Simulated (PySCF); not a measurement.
Ligand exchange on a metal centre used in film growth or etching (Zn CH3-Br). Gas-phase values, no solvent. One relaxed conformer stands for each flexible species; it need not be the lowest.

Method: B3LYP-D3(BJ)/def2-TZVP // PBE-D3(BJ)/def2-SVP (PySCF). All candidates: neutral, multiplicity 1. B3LYP has the VWN-RPA correlation part, as in Gaussian. 

| Item | Result |
|---|---|
| HOMO–LUMO gap | 6.12 eV |
| HOMO | -8.30 eV |
| LUMO | -2.18 eV |

Say which member has these values.
A. [Zn(CH3)2]
B. [Zn(Br)2]
C. [Zn(CH3)(Br)]

B, [Zn(Br)2]. The others give [Zn(CH3)2]: 6.85 eV, -6.95 eV, -0.10 eV; [Zn(CH3)(Br)]: 6.94 eV, -7.87 eV, -0.94 eV
